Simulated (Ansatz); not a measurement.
Ansatz (a program for electronic structure) input for C3H5, SMILES C1[CH]C1, multiplicity 2, B3LYP-D3(BJ)/def2-TZVP. 

Ansatz 0.2 input:
```yaml
crystal:
  periodic: [false, false, false]
  atoms:
    - {symbol: C, position_ang: [0.16796224, 0.86968814, 0.00000000]}
    - {symbol: C, position_ang: [-0.03067724, -0.36225967, 0.75924954]}
    - {symbol: C, position_ang: [-0.03067724, -0.36225967, -0.75924954]}
    - {symbol: H, position_ang: [-0.36232253, 1.79733866, -0.00000000]}
    - {symbol: H, position_ang: [-0.95755130, -0.51408830, 1.30339060]}
    - {symbol: H, position_ang: [0.81888929, -0.82008744, 1.24872536]}
    - {symbol: H, position_ang: [0.81888930, -0.82008744, -1.24872536]}
    - {symbol: H, position_ang: [-0.95755130, -0.51408830, -1.30339061]}
basis:
  gaussian:
    orbitals: def2-TZVP
hamiltonian:
  xc: b3lyp
  dispersion: d3bj
magnetization: {spin_polarized: true, initial_magnetization: 1}
relax: {f_tol: 0.002, max_steps: 200}
```

Log of the run:

```
WARN ansatz: RAYON_NUM_THREADS=1 ignored (pool sized by the plan → 1); use --threads N
Functional definition: B3LYP
integrals: 0.03 GiB planned
760 factors; their error is unknown
mean field: 0.44 GiB planned
mean field evaluation 1: about -3182.9903 eV, gradient 4.0e1 eV
mean field evaluation 2: about -3176.9326 eV, gradient 5.3e1 eV
mean field evaluation 4: about -3190.8509 eV, gradient 5.6e-1 eV
mean field evaluation 8: about -3190.8309 eV, gradient 3.9e-1 eV
mean field evaluation 16: about -3190.8314 eV, gradient 2.2e-5 eV
mean field -3190.83141625 eV, -117.2608917239 hartree, gradient 2.2e-5 eV, S^2 0.753306; 0 other end points of the search recorded, 0 dependent functions left out
the calculation of the forces begins
reference -3190.83164821 eV, -117.2609002483 hartree; 12, 11 occupied and 111, 112 virtual orbitals, 760 factors
relax step   1: F+E_penalty+E_count = -3191.01960077 eV  Δ(F+E_penalty+E_count) = +0.000e0 eV  max|allowed force component| = 3.339e-1 eV/Å  Δτ_max = 0.0000 Å  (31 SCF iters, accepted)
these checks for a lower state are left out or cut short: starts, cluster_reference, orbital_swaps, neighbouring_geometries, increment
integrals: 0.03 GiB planned
760 factors; their error is unknown
mean field: 0.44 GiB planned
mean field -3190.83623806 eV, -117.2610689223 hartree, gradient 1.2e-5 eV, S^2 0.753332; 0 other end points of the search recorded, 0 dependent functions left out
the calculation of the forces begins
reference -3190.83647025 eV, -117.2610774549 hartree; 12, 11 occupied and 111, 112 virtual orbitals, 760 factors
relax step   2: F+E_penalty+E_count = -3191.02429371 eV  Δ(F+E_penalty+E_count) = -4.693e-3 eV  max|allowed force component| = 2.051e-1 eV/Å  Δτ_max = 0.0089 Å  (34 SCF iters, accepted)
these checks for a lower state are left out or cut short: starts, cluster_reference, orbital_swaps, neighbouring_geometries, increment
integrals: 0.03 GiB planned
760 factors; their error is unknown
mean field: 0.44 GiB planned
mean field evaluation 32: about -3190.8377 eV, gradient 1.1e-5 eV
mean field -3190.83765224 eV, -117.2611208924 hartree, gradient 1.1e-5 eV, S^2 0.753349; 0 other end points of the search recorded, 0 dependent functions left out
the calculation of the forces begins
reference -3190.83788446 eV, -117.2611294263 hartree; 12, 11 occupied and 111, 112 virtual orbitals, 760 factors
relax step   3: F+E_penalty+E_count = -3191.02561102 eV  Δ(F+E_penalty+E_count) = -1.317e-3 eV  max|allowed force component| = 2.697e-2 eV/Å  Δτ_max = 0.0043 Å  (33 SCF iters, accepted)
these checks for a lower state are left out or cut short: starts, cluster_reference, orbital_swaps, neighbouring_geometries, increment
integrals: 0.03 GiB planned
760 factors; their error is unknown
mean field: 0.44 GiB planned
mean field -3190.83768012 eV, -117.2611219169 hartree, gradient 1.1e-5 eV, S^2 0.753352; 0 other end points of the search recorded, 0 dependent functions left out
the calculation of the forces begins
reference -3190.83791227 eV, -117.2611304483 hartree; 12, 11 occupied and 111, 112 virtual orbitals, 760 factors
relax step   4: F+E_penalty+E_count = -3191.02566381 eV  Δ(F+E_penalty+E_count) = -5.279e-5 eV  max|allowed force component| = 1.477e-2 eV/Å  Δτ_max = 0.0026 Å  (35 SCF iters, accepted)
these checks for a lower state are left out or cut short: starts, cluster_reference, orbital_swaps, neighbouring_geometries, increment
integrals: 0.03 GiB planned
760 factors; their error is unknown
mean field: 0.44 GiB planned
mean field -3190.83771083 eV, -117.2611230457 hartree, gradient 1.1e-5 eV, S^2 0.753357; 0 other end points of the search recorded, 0 dependent functions left out
the calculation of the forces begins
reference -3190.83794296 eV, -117.2611315760 hartree; 12, 11 occupied and 111, 112 virtual orbitals, 760 factors
relax step   5: F+E_penalty+E_count = -3191.02568492 eV  Δ(F+E_penalty+E_count) = -2.111e-5 eV  max|allowed force component| = 7.070e-3 eV/Å  Δτ_max = 0.0023 Å  (35 SCF iters, accepted)
these checks for a lower state are left out or cut short: starts, cluster_reference, orbital_swaps, neighbouring_geometries, increment
integrals: 0.03 GiB planned
760 factors; their error is unknown
mean field: 0.44 GiB planned
mean field -3190.83772580 eV, -117.2611235958 hartree, gradient 1.1e-5 eV, S^2 0.753364; 0 other end points of the search recorded, 0 dependent functions left out
the calculation of the forces begins
reference -3190.83795789 eV, -117.2611321248 hartree; 12, 11 occupied and 111, 112 virtual orbitals, 760 factors
relax step   6: F+E_penalty+E_count = -3191.02568754 eV  Δ(F+E_penalty+E_count) = -2.620e-6 eV  max|allowed force component| = 5.540e-3 eV/Å  Δτ_max = 0.0012 Å  (35 SCF iters, accepted)
these checks for a lower state are left out or cut short: starts, cluster_reference, orbital_swaps, neighbouring_geometries, increment
integrals: 0.03 GiB planned
760 factors; their error is unknown
mean field: 0.44 GiB planned
mean field evaluation 64: about -3190.8377 eV, gradient 1.1e-5 eV
mean field -3190.83772499 eV, -117.2611235657 hartree, gradient 1.1e-5 eV, S^2 0.753362; 0 other end points of the search recorded, 0 dependent functions left out
the calculation of the forces begins
reference -3190.83795709 eV, -117.2611320953 hartree; 12, 11 occupied and 111, 112 virtual orbitals, 760 factors
relax step   7: F+E_penalty+E_count = -3191.02568934 eV  Δ(F+E_penalty+E_count) = -1.801e-6 eV  max|allowed force component| = 5.171e-4 eV/Å  Δτ_max = 0.0004 Å  (35 SCF iters, accepted)
integrals: 0.03 GiB planned
760 factors; their error is unknown
mean field: 0.44 GiB planned
mean field -3190.83772499 eV, -117.2611235657 hartree, gradient 1.1e-5 eV, S^2 0.753362; 1 other end points of the search recorded, 0 dependent functions left out
the calculation of the forces begins
reference -3190.83795709 eV, -117.2611320953 hartree; 12, 11 occupied and 111, 112 virtual orbitals, 760 factors
Total energy: -3191.02592144 eV, -117.2680396580 hartree
Atom 0 at     0.162313     0.867494    -0.000000 Å, force     0.000037    -0.000517     0.000000 eV/Å
Atom 1 at    -0.029840    -0.363113     0.766196 Å, force    -0.000043     0.000284    -0.000116 eV/Å
Atom 2 at    -0.029840    -0.363113    -0.766196 Å, force    -0.000043     0.000284     0.000116 eV/Å
Atom 3 at    -0.358014     1.812043    -0.000000 Å, force    -0.000075     0.000148    -0.000000 eV/Å
Atom 4 at    -0.965100    -0.517561     1.295766 Å, force    -0.000049    -0.000032     0.000066 eV/Å
Atom 5 at     0.826272    -0.822016     1.250748 Å, force     0.000111    -0.000068     0.000039 eV/Å
Atom 6 at     0.826272    -0.822016    -1.250748 Å, force     0.000111    -0.000068    -0.000039 eV/Å
Atom 7 at    -0.965100    -0.517561    -1.295766 Å, force    -0.000049    -0.000032    -0.000066 eV/Å
Dipole moment:    -0.113389    -0.062595     0.000000 e Å
```

The run converged.
